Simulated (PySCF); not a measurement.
SMILES C[CH]CCCC, doublet (GFN2-xTB optimised geometry):

```
19

C      0.549     1.829     3.961
C      1.144     1.881     2.609
C      0.454     1.319     1.430
C      0.719    -0.197     1.275
C      0.116    -0.785     0.000
C     -1.409    -0.785     0.000
H     -0.535     1.746     3.907
H      0.808     2.720     4.537
H      0.921     0.970     4.535
H      2.189     2.132     2.525
H      0.801     1.814     0.519
H     -0.623     1.474     1.524
H      0.314    -0.717     2.145
H      1.800    -0.358     1.263
H      0.479    -0.223    -0.864
H      0.468    -1.814    -0.105
H     -1.800     0.229     0.000
H     -1.789    -1.302     0.879
H     -1.786    -1.291    -0.886
```

Calculation: unrestricted CAM-B3LYP/def2-SVP in PySCF 2.14.0.

Q: What are the frontier orbital energies (α orbitals alone; a β orbital can be the lowest empty one) and the dipole moment?

A: HOMO-2 -10.50 eV, HOMO-1 -10.40 eV, HOMO -6.48 eV, LUMO 2.74 eV, LUMO+1 3.31 eV; dipole moment 0.27 D.

On the same geometry unrestricted PBE/def2-SVP in PySCF gives HOMO-2 -7.65 eV, HOMO-1 -7.54 eV, HOMO -3.78 eV, LUMO 1.03 eV, LUMO+1 1.57 eV; dipole moment 0.31 D.

Meta-Löwdin charges at CAM-B3LYP/def2-SVP: C1 -0.29, C2 -0.10, C3 -0.17, C4 -0.15, C5 -0.15, C6 -0.28, H7 0.09, H8 0.10, H9 0.10, H10 0.08, H11 0.09, H12 0.08, H13 0.08, H14 0.08, H15 0.08, H16 0.08, H17 0.09, H18 0.09, H19 0.09.
